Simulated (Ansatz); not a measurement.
Relaxed structures of SnH₃SO (charge -1), singlet (PBE0-D4/def2-TZVPD; forces vanish, vibrations not checked; lower isomers may exist, and structures with a doubtful reference or unclear bonds are left out; Å). Program: Ansatz 0.2.0. Basis: def2-TZVPPD. Cores are frozen in the correlated methods. Filled d shells of the heavier atoms are correlated. Core potentials replace the inner electrons of the atoms past krypton. The def2 sets are not built for correlating such inner shells, so the correlated values are less sure here.

**Question.** Rank them by CCSD(T) energy, lowest first, and give each one's height above the lowest. Links in brackets join atoms within 1.22 times the sum of their covalent radii (1.1 for two metals). (To be estimated.)
A.
SnH₃SO ([SH][O][SnH2]), total charge -1
```
6
angstrom
S 0.4972 -1.9210 1.7690
O 1.2000 -0.9628 0.6780
Sn 0.1395 0.4952 -0.4348
H -1.1449 -0.6940 -0.8876
H -0.5488 -2.4221 1.0617
H -0.8465 1.0753 0.9538
```
B.
SnH₃SO ([O][S][SnH3]), total charge -1
```
6
angstrom
S 1.1698 -1.4187 0.5184
O 0.2579 -2.2700 1.4445
Sn -0.0860 0.4870 -0.2982
H -1.5213 0.1360 -1.2277
H 0.8876 1.4793 -1.3436
H -0.7080 1.5865 0.9065
```
C.
SnH₃SO ([O]1[S][SnH3]1), total charge -1
```
6
angstrom
S -0.0320 -1.8853 1.2936
O 1.1793 -1.0744 0.2807
Sn -0.0912 0.3435 -0.1987
H -1.4147 -0.1307 -1.1885
H 0.9120 1.3413 -1.2590
H -0.5534 1.4056 1.0720
```

**Answer.** The calculation gives: A (0.000 eV), B (0.683 eV), C (0.737 eV). Heights count from the lowest.

The T1 diagnostic stays at or below 0.021.

For scale, one of the runs: CCSD(T)/def2-TZVPPD, 198 basis functions, launched by `ansatz run in.yaml --threads 2 --pin off --events-out ev --progress --plain --max-ram 4352MiB`. Hardware: 2 CPU threads of an Arm Neoverse V1, shared host. Wall time 110 s; peak host memory 2.6 GiB.
